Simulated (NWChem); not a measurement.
Isomers of C2H6F2Si, each optimised at PBE0/def2-SVP with NWChem, gas phase unless a solvent is named. Flexible species stand in one conformer each, which need not be the lowest. 

A: F[SiH](CC)F
B: C[Si@H](F)CF
C: FC[SiH2]CF
D: C(F)(C[SiH3])F

**Question.** Rank them by dipole (D), PBE0/def2-SVP, lowest first.

**Answer.** C (1.47), D (2.15), A (2.27), B (3.05)
